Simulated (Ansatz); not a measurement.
Consider the hydrogenolysis of the Si–C bond: `C[SiH2][NH][GeH3]` + H₂ → `[SiH3][NH][GeH3]` + CH₄.

Isolated molecules relaxed with PBE0-D4/def2-TZVP in Ansatz; ΔE leaves out vibrations. CBS: MP2 limit from def2 TZ/QZ plus the TZ coupled-cluster correction, frozen cores. This one scheme is used for every species. Functionals use def2-TZVPP. B3LYP here is the variant with VWN-RPA as its local correlation; programs differ in this. For Ge outer-core shells are correlated without core-valence functions, which leaves a few kJ/mol of doubt a bond. Scalar relativity is left out up to krypton. Each species was taken in one conformer, which may not be the lowest.

Problem. Is it downhill or uphill in electronic energy at CCSD(T)/CBS, and by how much? (Best estimate.)

Solution. Computed: Downhill: ΔE = -20.9 kJ/mol.

Problem. What do these levels give: PBE-D4, CAM-B3LYP-D4, B3LYP, CAM-B3LYP, CCSD/def2-TZVPP, HF/def2-QZVPP? (An estimate is asked.)

Solution. Ansatz gave: PBE-D4 -19.1, CAM-B3LYP-D4 -26.7, B3LYP -32.7, CAM-B3LYP -31.5, CCSD/def2-TZVPP -27.3, HF/def2-QZVPP -44.4 kJ/mol.

Problem. What do rigid-rotor, harmonic-oscillator terms from PBE0-D4/def2-TZVP frequencies (298.15 K, 1 bar) make of the CCSD(T)/CBS value? (An estimate is asked.)

Solution. Ansatz gave: ΔZPE = +14.9 kJ/mol, ΔH = -8.8 kJ/mol, ΔS = 17 J/(mol·K), ΔG = -14.0 kJ/mol. Modes under 50 cm⁻¹ make the entropy rough.

Largest T1 diagnostic among the species: 0.011.

The D4 term adds +8.2 kJ/mol with B3LYP and +4.6 kJ/mol with PBE0; it sums over pairs of atoms, weighted by their polarisabilities, and B3LYP, whose exchange is more repulsive, gets the larger term. In def2-TZVPP, CCSD(T) changes the Hartree–Fock value by +21.3 kJ/mol (the triples alone add +3.9 kJ/mol) and MP2 by +26.0 kJ/mol. At CCSD(T), def2-SVP lies −15.4 kJ/mol from the extrapolated value and def2-TZVPP −2.5 kJ/mol.
